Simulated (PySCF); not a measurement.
**Electron affinity of Os by level of theory**

Os⁻ [Xe] 4f14 5d7 6s2 (4F) → Os [Xe] 4f14 5d6 6s2 (5D), as a difference of total energies. All numbers are calculated (PySCF 2.14, the spin-free X2C one-electron Hamiltonian (Gaussian nucleus), in x2c-TZVPPall with one added diffuse shell each of s, p, d, f type (12s8p8d4f1g, 113 functions)). The calculations carry no spin-orbit coupling.

```json
{"method": "UHF", "electron affinity (eV)": "-0.602"}
{"method": "M06", "electron affinity (eV)": "0.876"}
{"method": "wB97M-V", "electron affinity (eV)": "0.703"}
{"method": "PW91", "electron affinity (eV)": "1.339"}
```

The reference lies between the lowest fine-structure levels, while these numbers refer to the centres of the terms.

A negative affinity means that the anion lies above the atom at that level of theory.

In the anion the highest occupied orbital energy is positive at M06, PW91, a self-interaction effect; the basis confines that electron, and the energy difference can still be sensible.

For comparison: 1.078 eV (measured; photodetachment measurements, as compiled on the Wikipedia data page of electron affinities).
